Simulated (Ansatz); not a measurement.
CH6BNSSi can be A, `[SiH3]C1NBS1`, or B, `BSC(=N)[SiH3]`.

Calculated with Ansatz (gas phase, PBE0-D4/def2-TZVP geometries, no zero-point term in ΔE). CCSD(T)/CBS adds triple-zeta CCSD(T) − MP2 to the extrapolated MP2 energy (def2 sets, frozen cores). DFT in def2-TZVPP. Each species was taken in one conformer, which may not be the lowest.

Q: Which is lower in electronic energy at CCSD(T)/CBS, and by how much? (Estimate.)

A: Computed: A, by 128.5 kJ/mol.

Q: Give E(B) − E(A) in kJ/mol with CCSD/def2-TZVPP, HF/def2-TZVPP, CCSD(T)/def2-TZVPP, PBE0-D4, MP2/def2-TZVPP, r2SCAN-D4, ωB97M-V. (Estimate.)

A: Ansatz gave: CCSD/def2-TZVPP 126.4, HF/def2-TZVPP 113.1, CCSD(T)/def2-TZVPP 124.0, PBE0-D4 138.2, MP2/def2-TZVPP 137.3, r2SCAN-D4 122.9, ωB97M-V 132.6. None reverses the order clearly.

Largest T1 diagnostic: 0.015.

In def2-TZVPP, CCSD(T) changes the Hartree–Fock value by +10.9 kJ/mol (the triples alone add −2.4 kJ/mol) and MP2 by +24.2 kJ/mol. From PBE to PBE0 (25 % exact exchange), in def2-TZVPP and without D4, E(B) − E(A) moves by +14.1 kJ/mol.
